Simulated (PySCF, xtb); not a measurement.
C2H5BF2O, SMILES C[C@H](O)B(F)F. The values are those of a single conformer.

Harmonic wavenumbers (cm⁻¹) from GFN2-xTB run with xtb at its own minimum, in rising order: 27, 150, 188, 235, 321, 359, 436, 458, 580, 704, 937, 1009, 1056, 1123, 1188, 1241, 1277, 1322, 1349, 1397, 1482, 1493, 2796, 3014, 3045, 3055, 3518.

Task: What does r2SCAN-D4/def2-SVP (PySCF 2.14.0) give at its own minimum? (An estimate is asked for; the answer gives what the named calculation found.)

Result: 40, 181, 213, 278, 326, 385, 456, 498, 658, 751, 912, 1001, 1079, 1130, 1195, 1276, 1325, 1372, 1420, 1445, 1468, 1501, 2911, 3023, 3115, 3141, 3810. Paired by order, the mean absolute difference is 46 cm⁻¹ and the zero-point energies are 48.3 and 49.9 kcal/mol.
